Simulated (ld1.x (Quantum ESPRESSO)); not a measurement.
**phosphorus (P) TM: all-electron and pseudo phase curves**

* Element: phosphorus (P)
* Generator: ld1.x (Quantum ESPRESSO) 7.5
* Type: norm-conserving Troullier–Martins (Kleinman–Bylander form)
* Functional: LDA (PZ)
* Relativity: non-relativistic
* Frozen core: [Ne]
* Valence charge: 5
* Reference configuration: 3s1.75 3p3.25
* Partial waves: 3s (bound): rc 1.35 bohr; 3p (bound): rc 1.75 bohr
* Local potential: the p channel
* Core correction: Bessel-smoothed model core, default radius (core density twice the valence density)

The phase is arctan(r·u′/u) with u = r·R(r), unwrapped; energies in Ry, scanned from -3 to 5 Ry. A pole is an energy at which the radial function vanishes at the test radius. The pseudo phase is shifted by a multiple of π to meet the all-electron one at the reference energy, and phase errors are pseudo minus all-electron; the curves can meet again beyond the range given. Levels narrower than the energy grid can be missing from the lists of poles.

Question: For each channel, where are the poles, and over which energies does the pseudopotential scatter like the atom?

Answer:

| channel | radius (bohr) | reference energy (Ry) | poles, all-electron | poles, pseudo | unbroken range about the reference energy with phases within 0.05 rad | phase error 1 Ry above the reference energy (rad) |
| --- | --- | --- | --- | --- | --- | --- |
| s | 1.89 | -1.04 | 1.80 | 1.73 | below 4.6 | -0.002 |
| p | 1.89 | -0.42 | 2.83 | 2.72 | the whole range | -0.004 |

Phases in the p channel:

| E (Ry) | all-electron | pseudo |
| --- | --- | --- |
| -3.00 | 1.182 | 1.179 |
| -2.76 | 1.156 | 1.154 |
| -2.52 | 1.125 | 1.123 |
| -2.28 | 1.088 | 1.086 |
| -2.04 | 1.042 | 1.040 |
| -1.80 | 0.983 | 0.981 |
| -1.56 | 0.906 | 0.904 |
| -1.32 | 0.802 | 0.800 |
| -1.08 | 0.657 | 0.656 |
| -0.84 | 0.452 | 0.451 |
| -0.60 | 0.170 | 0.169 |
| -0.36 | -0.176 | -0.177 |
| -0.12 | -0.519 | -0.520 |
| 0.12 | -0.794 | -0.796 |
| 0.36 | -0.993 | -0.996 |
| 0.60 | -1.134 | -1.138 |
| 0.84 | -1.236 | -1.240 |
| 1.08 | -1.312 | -1.317 |
| 1.32 | -1.371 | -1.377 |
| 1.56 | -1.419 | -1.425 |
| 1.80 | -1.457 | -1.464 |
| 2.04 | -1.490 | -1.497 |
| 2.28 | -1.518 | -1.526 |
| 2.52 | -1.543 | -1.552 |
| 2.76 | -1.565 | -1.575 |
| 3.00 | -1.585 | -1.596 |
| 3.24 | -1.603 | -1.616 |
| 3.48 | -1.621 | -1.635 |
| 3.72 | -1.638 | -1.654 |
| 3.96 | -1.655 | -1.673 |
| 4.20 | -1.671 | -1.691 |
| 4.44 | -1.688 | -1.711 |
| 4.68 | -1.704 | -1.731 |
| 4.92 | -1.722 | -1.754 |
